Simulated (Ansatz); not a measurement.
A nudged elastic band was laid between two geometries of CH6Ge + H (9 atoms, charge 0, multiplicity 2).

Level of theory: UKS PBE0-D4/def2-SVP in Ansatz 0.2.0.

```json
{
  "movable images": "5",
  "climbing image": "yes",
  "spring": "5.0 eV/Å²",
  "optimiser": "quadratic models (default)",
  "start path": "through a guess of the saddle point",
  "force threshold": "0.05 eV/Å",
  "iteration limit": "60",
  "end points": "relaxed"
}
```

Image 0:

```xyz
9
Properties=species:S:1:pos:R:3
Ge 0.026 0.005 -0.195
H -0.143 -0.228 1.319
H 1.530 0.141 -0.504
C -0.929 1.616 -0.748
H -2.000 1.525 -0.517
H -0.532 2.496 -0.222
H -0.817 1.777 -1.830
H -0.518 -1.224 -0.949
H -0.104 -0.068 4.191
```

Image 6:

```xyz
9
Properties=species:S:1:pos:R:3
Ge 0.038 -0.023 -0.459
H -0.095 -0.193 2.943
H 1.552 0.138 -0.747
C -0.938 1.631 -0.845
H -2.006 1.512 -0.609
H -0.533 2.463 -0.251
H -0.838 1.879 -1.915
H -0.527 -1.213 -1.274
H -0.137 -0.153 3.703
```

Question: Which bonds break or form, and what moves?

Answer: Bonds broken: Ge1–H2. Bonds formed: H2–H9. CH6Ge + H becomes CH5Ge + H2.

Question: Give the energies along the band, and the barrier.

Answer: The forces met the threshold. The highest image is number 2 of 0 to 6, 0.041 eV above the first end and 0.729 eV above the last; the last end lies 0.687 eV below the first. A vibrational analysis at the climbing image gives one clearly imaginary mode, 427i cm⁻¹: a first-order saddle point.

```json
{"image": "0", "path coordinate (Å)": "0.00", "energy (eV)": "0.000", "Ge1–H2 (Å)": "1.54", "H2–H9 (Å)": "2.88"}
{"image": "1", "path coordinate (Å)": "0.62", "energy (eV)": "0.010", "Ge1–H2 (Å)": "1.54", "H2–H9 (Å)": "2.23"}
{"image": "2", "path coordinate (Å)": "1.24", "energy (eV)": "0.041", "Ge1–H2 (Å)": "1.57", "H2–H9 (Å)": "1.54"}
{"image": "3", "path coordinate (Å)": "1.78", "energy (eV)": "-0.470", "Ge1–H2 (Å)": "2.12", "H2–H9 (Å)": "0.83"}
{"image": "4", "path coordinate (Å)": "2.32", "energy (eV)": "-0.636", "Ge1–H2 (Å)": "2.60", "H2–H9 (Å)": "0.77"}
{"image": "5", "path coordinate (Å)": "2.86", "energy (eV)": "-0.682", "Ge1–H2 (Å)": "3.04", "H2–H9 (Å)": "0.76"}
{"image": "6", "path coordinate (Å)": "3.40", "energy (eV)": "-0.687", "Ge1–H2 (Å)": "3.41", "H2–H9 (Å)": "0.76"}
```

Question: What is the geometry of the highest image?

Answer: 
```xyz
9
Properties=species:S:1:pos:R:3
Ge 0.054 0.035 -0.025
H -0.085 -0.082 1.538
H 1.553 0.144 -0.369
C -0.919 1.606 -0.659
H -1.985 1.524 -0.401
H -0.515 2.518 -0.196
H -0.828 1.696 -1.751
H -0.512 -1.252 -0.657
H -0.247 -0.149 3.067
```

Question: What are the harmonic wavenumbers there?

Answer: 427i, 119, 135, 217, 497, 520, 610, 836, 850, 855, 901, 905, 1255, 1436, 1436, 1751, 2147, 2151, 3069, 3181, 3183 cm⁻¹.

Run time: 85 s on 2 threads of Arm Neoverse V1 (shared host), peak memory 0.22 GiB.
